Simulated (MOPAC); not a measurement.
MOPAC input (PM6):

```
PM6 PRECISE GNORM=0.05 LET XYZ CHARGE=1 GEO-OK AUX(PRECISION=9) THREADS=1
H5BO2P

O    -1.43507000 1   -0.71174500 1   -0.59820400 1
B    -0.41388200 1   -0.03087900 1   -0.10920300 1
O    -0.98485900 1    1.22846600 1    0.48452400 1
P     1.44175000 1   -0.38746500 1    0.16241100 1
H    -1.29212800 1   -1.56982300 1   -1.01592800 1
H    -1.94654400 1    1.39319400 1    0.44433100 1
H    -0.46215200 1    1.95840300 1    0.85356100 1
H     1.63272900 1   -0.88370800 1   -1.14836100 1
H     1.87068500 1    0.93453400 1   -0.11431500 1
```

From the output:

```
                                                       MOPAC v23.2.5 Linux

          FINAL HEAT OF FORMATION =         50.36133 KCAL/MOL =     210.71180 KJ/MOL

          COSMO AREA              =        110.87 SQUARE ANGSTROMS
          COSMO VOLUME            =         93.09 CUBIC ANGSTROMS

          GRADIENT NORM           =          0.04955          =       0.01652 PER ATOM
          IONIZATION POTENTIAL    =         14.270929 EV
          HOMO LUMO ENERGIES (EV) =        -14.271 -5.359
          NO. OF FILLED LEVELS    =         12
          MOLECULAR WEIGHT        =         78.8221         POINT GROUP:  C1

          MOLECULAR DIMENSIONS (Angstroms)

            Atom       Atom       Distance
            H     8    H     6     4.84429
            H     9    H     5     4.25138
            H     9    H     7     1.18565

          SCF CALCULATIONS        =         60

   ATOM   CHEMICAL          X               Y               Z
  NUMBER   SYMBOL      (ANGSTROMS)     (ANGSTROMS)     (ANGSTROMS)

     1       O         -1.44415241  *  -0.69663269  *  -0.61365691  *
     2       B         -0.43408696  *  -0.05195986  *  -0.14862033  *
     3       O         -1.03716414  *   1.24775995  *   0.43387730  *
     4       P          1.58870601  *  -0.29531110  *   0.17558658  *
     5       H         -1.88870888  *  -1.34724929  *  -1.04830358  *
     6       H         -2.02937818  *   1.33725553  *   0.41523286  *
     7       H         -0.69295524  *   1.62243957  *   1.28235575  *
     8       H          1.83808243  *  -1.28589559  *  -0.86106338  *
     9       H          2.07164292  *   0.92714634  *  -0.44952829  *

                             CARTESIAN COORDINATES

   1    O       -1.444152407    -0.696632694    -0.613656913
   2    B       -0.434086959    -0.051959864    -0.148620335
   3    O       -1.037164140     1.247759953     0.433877303
   4    P        1.588706006    -0.295311097     0.175586581
   5    H       -1.888708880    -1.347249286    -1.048303578
   6    H       -2.029378178     1.337255525     0.415232865
   7    H       -0.692955242     1.622439571     1.282355754
   8    H        1.838082430    -1.285895593    -0.861063375
   9    H        2.071642924     0.927146337    -0.449528291

           Empirical Formula: H5 O2 B P  =     9 atoms

      MOLECULAR POINT GROUP   :   C1

                  EIGENVALUES
 -37.68007 -36.39103 -28.33884 -26.27882 -25.03694 -24.42972 -20.82718 -20.14216
 -19.30538 -18.63996 -17.02249 -14.27093  -5.35922  -4.34233  -3.47275  -1.86215
  -1.66873  -0.77855  -0.10632   0.02925   0.81684 128.68777 128.79529 128.99455
 129.15856 129.25274

              NET ATOMIC CHARGES AND DIPOLE CONTRIBUTIONS

  ATOM NO.   TYPE          CHARGE      No. of ELECS.   s-Pop       p-Pop       d-Pop
    1          O          -0.502299        6.5023     1.53252     4.96978
    2          B           0.410111        2.5899     1.10198     1.48791
    3          O          -0.373673        6.3737     1.66043     4.71324
    4          P           0.143965        4.8560     1.66134     3.18305     0.01164
    5          H           0.408139        0.5919     0.59186
    6          H           0.387926        0.6121     0.61207
    7          H           0.397712        0.6023     0.60229
    8          H           0.067373        0.9326     0.93263
    9          H           0.060746        0.9393     0.93925
 DIPOLE           X         Y         Z       TOTAL
 POINT-CHG.    -2.270     1.916     1.271     3.231
 HYBRID        -1.552     0.243    -1.578     2.227
 SUM           -3.822     2.159    -0.307     4.400

          ATOMIC ORBITAL ELECTRON POPULATIONS

     Atom    s        px        py        pz      x^2-y^2     xz        z^2       yz        xy
    1  O   1.53252   1.64274   1.62391   1.70313
    2  B   1.10198   0.70531   0.42696   0.35564
    3  O   1.66043   1.43078   1.70093   1.58153
    4  P   1.66134   0.78870   1.02064   1.37370   0.00362   0.00116   0.00124   0.00381   0.00182
    5  H   0.59186
    6  H   0.61207
    7  H   0.60229
    8  H   0.93263
    9  H   0.93925

 **********************
 *                    *
 * JOB ENDED NORMALLY *
 *                    *
 **********************

 == MOPAC DONE ==
```

The dipole moment of an ion depends on the origin.

The geometry given is a B3LYP-D3(BJ)/def2-TZVP minimum.
